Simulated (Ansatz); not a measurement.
**Which is lower?**

The two ends of one reaction step of Si5H14O, singlet (PBE0-D4/def2-TZVP).

A:

```xyz
20
angstrom
Si -3.1620 -1.2411 -0.0594
H -3.2217 -1.4577 -1.5261
H -0.3285 -0.5624 -2.1455
O -0.2970 -0.7902 -1.2144
Si 0.7197 0.1172 -0.2492
Si 0.1681 2.3999 -0.2844
Si 0.5348 -0.6902 1.9396
Si 2.9596 -0.0846 -0.9276
H -2.7530 0.1550 0.2360
H -2.2188 -2.1976 0.5695
H -4.5187 -1.4642 0.5095
H 0.2122 2.9230 -1.6796
H -1.1917 2.6480 0.2659
H 1.1631 3.1503 0.5302
H -0.7795 -0.3606 2.5515
H 1.6071 -0.0305 2.7358
H 0.7408 -2.1625 1.9831
H 3.4546 -1.4797 -0.7741
H 3.1050 0.3076 -2.3583
H 3.8058 0.8203 -0.1025
```

B:

Si1  (-2.395, -1.313, 0.288)
H2  (-1.298, -0.024, -3.634)
H3  (-1.215, -0.285, -2.939)
O4  (-0.948, -0.801, -0.284)
Si5  (0.388, 0.067, 0.166)
Si6  (0.054, 2.354, -0.237)
Si7  (0.859, -0.207, 2.451)
Si8  (2.227, -0.682, -1.077)
H9  (-3.383, -0.204, 0.255)
H10  (-2.245, -1.785, 1.691)
H11  (-2.864, -2.427, -0.571)
H12  (-0.165, 2.623, -1.683)
H13  (-1.125, 2.854, 0.524)
H14  (1.263, 3.097, 0.214)
H15  (-0.249, 0.314, 3.298)
H16  (2.096, 0.562, 2.762)
H17  (1.084, -1.638, 2.792)
H18  (2.499, -2.120, -0.809)
H19  (1.999, -0.499, -2.535)
H20  (3.419, 0.114, -0.673)
(Å)

Ansatz 0.2.0; basis: def2-TZVPP; cores frozen in the correlated methods. B3LYP uses VWN-RPA correlation.

**Question.** Which structure is lower at CCSD(T), and by how much? (Judge from chemistry; the value comes from the calculation.)

**Answer.** Computed: B, by 74.6 kJ/mol (electronic energy, against the other). By their contacts, A is a complex of Si₄H₁₀O ([OH][Si]([SiH3])([SiH3])[SiH3]) + SiH₄ and B is a complex of Si₅H₁₂O ([SiH3][O][Si]([SiH3])([SiH3])[SiH3]) + H₂.

All methods give the same order:

| method | E(B) − E(A) (kJ/mol) |
| --- | --- |
| SPW92 | -57.6 |
| PBE-D4 | -64.7 |
| BLYP-D4 | -75.9 |
| r2SCAN-D4 | -74.5 |
| B97M-V | -71.2 |
| PBE0-D4 | -67.5 |
| B3LYP-D4 | -76.8 |
| r2SCAN0-D4 | -74.6 |
| BHLYP-D4 | -80.5 |
| CAM-B3LYP-D4 | -76.4 |
| wB97X-V | -72.1 |
| wB97M-V | -72.4 |
| B2PLYP | -77.2 |
| PBE-QIDH | -73.8 |
| RPA on PBE | -74.2 |
| HF | -80.9 |
| MP2 | -81.9 |
| CCSD | -74.3 |
| CCSD(T) | -74.6 |

No T1 diagnostic of these runs exceeds 0.014.

Labels in which every atom is bracketed show which atoms are joined, not bond orders.

For scale, one of the runs: CCSD(T)/def2-TZVPP, 437 basis functions, launched by `ansatz run in.yaml --threads 4 --pin off --events-out ev --progress --plain --max-ram 63488MiB --backend cuda --devices 0, --max-vram 37GiB`. The run took 27 s on 4 CPU threads of an AMD EPYC 7R13 and a share of one NVIDIA H100 (shared host), with 1 GiB of host memory at its peak.
